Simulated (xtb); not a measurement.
Cl$_{4}$SW, triplet, geometry from GFN2-xTB (such geometries of metal compounds can be far from the true shape) (the multiplicity is a formal guess); GFN1-xTB run with xtb 6.7.1.

xtb was given this input:
```
$ xtb mol.xyz --gfn 1 --uhf 2 --acc 30 --json

# file mol.xyz
6

W      0.00037218    -0.00016050     0.00039474
S      1.59769516    -0.68898674     1.69456177
Cl    -1.52008681     0.65551908    -1.61224811
Cl     0.33502183     2.12108283     0.55724884
Cl     1.25839237    -0.94869325    -1.56146984
Cl    -1.57866055    -1.17875192     1.01986914
```

Task: Write the output that xtb gives for this input, abridged.

Result: 
```
   ID    Z sym.   atoms
    1   74 W      1
    2   16 S      2
    3   17 Cl     3-6

           -------------------------------------------------
          |                Calculation Setup                |
           -------------------------------------------------

           -------------------------------------------------
          |                 G F N 1 - x T B                 |
           -------------------------------------------------

          ...................................................
          :                      SETUP                      :
          :.................................................:
          :  # basis functions                  60          :
          :  # atomic orbitals                  54          :
          :  # shells                           18          :
          :  # electrons                        40          :
          :  # halogen bonds                     4          :
          :  max. iterations                   250          :
          :  Hamiltonian                  GFN1-xTB          :
          :  restarted?                      false          :
          :  GBSA solvation                  false          :
          :  PC potential                    false          :
          :  electronic temp.          300.0000000     K    :
          :  accuracy                   30.0000000          :
          :  -> integral cutoff          0.2000000E+02      :
          :  -> integral neglect         0.3000000E-06      :
          :  -> SCF convergence          0.3000000E-04 Eh   :
          :  -> wf. convergence          0.6000000E-03 e    :
          :  Broyden damping             0.4000000          :
          :  net charge                          0          :
          :  unpaired electrons                  2          :
          ...................................................

 iter      E             dE          RMSdq      gap      omega  full diag
   1    -23.1102531 -0.231103E+02  0.734E+00    0.00       0.0  T
   2    -23.1161061 -0.585300E-02  0.434E+00    0.00       1.0  T
   3    -23.1141069  0.199923E-02  0.106E+00    0.00       1.0  T
   4    -23.1151868 -0.107992E-02  0.638E-01    0.00       1.0  T
   5    -23.1169761 -0.178927E-02  0.378E-02    0.00       1.1  T
   6    -23.1169802 -0.414651E-05  0.235E-02    0.00       1.7  T
   7    -23.1169817 -0.150270E-05  0.467E-03    0.00       8.7  T
   8    -23.1169817 -0.874907E-08  0.561E-04    0.00      72.7  T

   *** convergence criteria satisfied after 8 iterations ***

 transition dipole moment (au) for excitation:          20          21
     X       Y       Z
   0.9903  -0.5139   0.8295  total (au/Debye):    1.390   3.534
 dE (eV)             :    2.222
 oscillator strength :  0.14879E+00

         :::::::::::::::::::::::::::::::::::::::::::::::::::::
         ::                     SUMMARY                     ::
         :::::::::::::::::::::::::::::::::::::::::::::::::::::
         :: total energy             -23.075130156385 Eh    ::
         :: gradient norm              0.041310475378 Eh/a0 ::
         :: HOMO-LUMO gap              0.000000003669 eV    ::
         ::.................................................::
         :: SCC energy               -23.116981731815 Eh    ::
         :: -> electrostatic           0.049284255458 Eh    ::
         :: repulsion energy           0.047067302031 Eh    ::
         :: dispersion energy         -0.005215726601 Eh    ::
         :: halogen bond corr.         0.000000000000 Eh    ::
         :: add. restraining           0.000000000000 Eh    ::
         :: total charge               0.000000000041 e     ::
         :::::::::::::::::::::::::::::::::::::::::::::::::::::

           -------------------------------------------------
          |                Property Printout                |
           -------------------------------------------------

    * Orbital Energies and Occupations

         #    Occupation            Energy/Eh            Energy/eV
      -------------------------------------------------------------
         1        2.0000           -0.9683335             -26.3497
       ...           ...                  ...                  ...
         9        2.0000           -0.5381547             -14.6439
        10        2.0000           -0.5381547             -14.6439
        11        2.0000           -0.5305712             -14.4376
        12        2.0000           -0.5237230             -14.2512
        13        2.0000           -0.5237230             -14.2512
        14        2.0000           -0.5196800             -14.1412
        15        2.0000           -0.5101157             -13.8810
        16        2.0000           -0.4907900             -13.3551
        17        2.0000           -0.4907900             -13.3551
        18        1.9997           -0.4530260             -12.3275
        19        1.5001           -0.4451886             -12.1142
        20        1.5001           -0.4451886             -12.1142
        21        0.5000           -0.3635460              -9.8926 (HOMO)
        22        0.5000           -0.3635460              -9.8926 (LUMO)
        23                         -0.3061634              -8.3311
        24                         -0.3061634              -8.3311
        25                         -0.2027652              -5.5175
        26                         -0.0907284              -2.4688
        27                         -0.0907284              -2.4688
        28                         -0.0902831              -2.4567
        29                         -0.0902831              -2.4567
        30                         -0.0899642              -2.4481
        31                         -0.0895194              -2.4359
        32                         -0.0894671              -2.4345
       ...                                ...                  ...
        54                          0.7210898              19.6219
      -------------------------------------------------------------
                  HL-Gap            0.0000000 Eh            0.0000 eV
             Fermi-level           -0.4043670 Eh          -11.0034 eV

  Mulliken/CM5 charges         n(s)   n(p)   n(d)
     1W     1.09014  1.50272   0.376  0.896  3.638
     2S    -0.20381 -0.28000   1.898  4.310 -0.004
     3Cl   -0.34056 -0.41135   1.876  5.472 -0.007
     4Cl   -0.18192 -0.27046   1.873  5.314 -0.006
     5Cl   -0.18192 -0.27046   1.873  5.314 -0.006
     6Cl   -0.18192 -0.27046   1.873  5.314 -0.006

Wiberg/Mayer (AO) data.
largest (>0.10) Wiberg bond orders for each atom

 ---------------------------------------------------------------------------
     #   Z sym  total        # sym  WBO       # sym  WBO       # sym  WBO
 ---------------------------------------------------------------------------
     1  74 W    5.529 --     5 Cl   1.190     4 Cl   1.190     6 Cl   1.190
                             2 S    1.032     3 Cl   0.927
     2  16 S    1.187 --     1 W    1.032
     3  17 Cl   1.085 --     1 W    0.927
     4  17 Cl   1.331 --     1 W    1.190
     5  17 Cl   1.331 --     1 W    1.190
     6  17 Cl   1.331 --     1 W    1.190
 ---------------------------------------------------------------------------

Topologies differ in total number of bonds
Writing topology from bond orders to xtbtopo.mol

 dipole moment from electron density (au)
     X       Y       Z
   0.3074  -0.1326   0.3261  total (Debye):    1.188

           -------------------------------------------------
          | TOTAL ENERGY              -23.075130156385 Eh   |
          | GRADIENT NORM               0.041310475378 Eh/α |
          | HOMO-LUMO GAP               0.000000003669 eV   |
           -------------------------------------------------

normal termination of xtb
```
